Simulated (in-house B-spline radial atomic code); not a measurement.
Atomic self-consistent-field run: Pb²⁺ (with a hole in an inner shell). Computed with a B-spline radial code for spherical atoms: Dirac-Hartree-Fock, average of the jj configuration, Fermi nucleus of rms radius 5.5012 fm.

In the input, a minus or plus after the letter marks the j = l - 1/2 or j = l + 1/2 subshell.

Command:
```bash
python run_scf.py task.json out
```
Settings (nuclear radius in fm, mass in u):
```
Z                82
configuration    1s2 2s2 2p6 3s2 3p6 3d10 4s2 4p6 4d-3 4d+6 4f14 5s2 5p6 5d10 6s2 6p1
hamiltonian      dirac
method           hf
spin_polarised   False
nucleus          fermi
rms_radius       5.5012
atomic_mass      207.97665
speed_of_light   137.035999084
```

Output (hartree, bohr):
```
 radial grid: 81 intervals, B-splines of order 8, outer radius 60 bohr

 iter        energy (Eh)    residual
    1      -20895.913746    1.05e+00
    2      -20896.735080    4.13e-02
    3      -20896.749530    1.92e-02
    4      -20896.751698    8.95e-03
    5      -20896.752223    1.07e-03
    6      -20896.752248    2.13e-04
    7      -20896.752250    3.68e-05
    8      -20896.752250    1.57e-05
    9      -20896.752250    2.06e-06
   10      -20896.752250    2.53e-07

 total energy                    -20896.75225
 kinetic                           24292.1801
 electron-nucleus                 -52773.6961
 electron-electron                  7584.7637

 first-order corrections (not in the total)
   Gaunt                            27.6665
   retardation                      -2.9335
   frequency dependence             -0.5638
   self-energy                      20.9787
   Uehling                          -4.4530
   Wichmann-Kroll                    0.2050
   recoil                            0.0330

 orbital      occ     eigenvalue          <r>       <r^2>       <1/r>       <r^4>       r_max    small
 1s1/2      2.000     -3257.6431    0.0160541 0.000357428     101.241 3.54076e-07    0.009847  9.78e-02
 2s1/2      2.000      -589.6212    0.0668779  0.00536061     25.0523  5.0691e-05     0.05734  2.26e-02
 2p1/2      2.000      -565.2069    0.0549446  0.00378394     24.9624  3.0056e-05     0.04204  2.26e-02
 2p3/2      4.000      -484.6517    0.0638239   0.0049619     19.9559 4.83936e-05     0.04972  1.99e-02
 3s1/2      2.000      -145.3629     0.173634   0.0346404     9.20244  0.00181997      0.1612  7.62e-03
 3p1/2      2.000      -134.4116     0.164342   0.0315569     9.09969  0.00158439      0.1504  7.55e-03
 3p3/2      4.000      -116.2020     0.180452   0.0378399     7.79619  0.00225031      0.1658  6.78e-03
 3d3/2      4.000       -98.3926     0.157216   0.0290334     7.66957  0.00149653       0.129  6.62e-03
 3d5/2      6.000       -94.6070      0.16191   0.0306534     7.38623  0.00164716      0.1331  6.42e-03
 4s1/2      2.000       -35.3865     0.382934     0.16552     3.90067   0.0393958      0.3623  2.61e-03
 4p1/2      2.000       -30.4792     0.384426    0.168128     3.78913   0.0416519      0.3602  2.52e-03
 4p3/2      4.000       -26.0876     0.416798    0.197364     3.35967   0.0572896      0.3905  2.24e-03
 4d3/2      3.000       -18.3081      0.42355    0.207756     3.15255    0.069539      0.3826  2.03e-03
 4d5/2      6.000       -17.4709     0.431537    0.214656     3.06246   0.0720576      0.3914  1.97e-03
 4f5/2      6.000        -7.2277     0.442538     0.23306     2.72907    0.103768      0.3463  1.60e-03
 4f7/2      8.000        -7.1413     0.447655    0.238138      2.6926    0.107854      0.3509  1.57e-03
 5s1/2      2.000        -7.2000     0.851722    0.811861     1.61257    0.945011      0.7872  6.90e-04
 5p1/2      2.000        -5.4544     0.908062    0.928506     1.49449     1.27352      0.8244  6.08e-04
 5p3/2      4.000        -4.5771     0.989279      1.1022     1.34191     1.80168      0.8943  5.24e-04
 5d3/2      4.000        -2.0210      1.20137     1.66265     1.10029     4.52405       1.025  3.75e-04
 5d5/2      6.000        -1.9184      1.24022     1.76829     1.04961     5.11432       1.051  3.37e-04
 6s1/2      2.000        -1.2399      2.13891     5.13429    0.601084     39.0535       1.893  1.20e-04
 6p1/2      0.333        -0.9120      2.50509     7.05845    0.505625     74.8024       2.188  8.45e-05
 6p3/2      0.667        -0.8205      2.73875     8.41423    0.456681     105.289       2.404  7.00e-05
```

Time taken, with all properties: 2.1 s on 1 thread of Intel(R) Xeon(R) Platinum 8488C, on a shared host.

For the Dirac Hamiltonian the kinetic term is c α·p + (β - 1)c².
